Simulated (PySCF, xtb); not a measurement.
dichloro(silyl)silane (Cl₂H₄Si₂), SMILES Cl[SiH](Cl)[SiH3].

GFN2-xTB in xtb at its own geometry gives an orbital gap of 4.36 eV and a dipole moment of 1.88 D.

The structure is a stationary point at PBE0-D3(BJ)/def2-SVP.

Q: What does PySCF with ωB97X/def2-TZVP give? (The exact figures need the calculation; the answer reports its results.)

A: gap 12.05 eV (levels -10.58 and 1.47 eV), dipole 1.62 D.
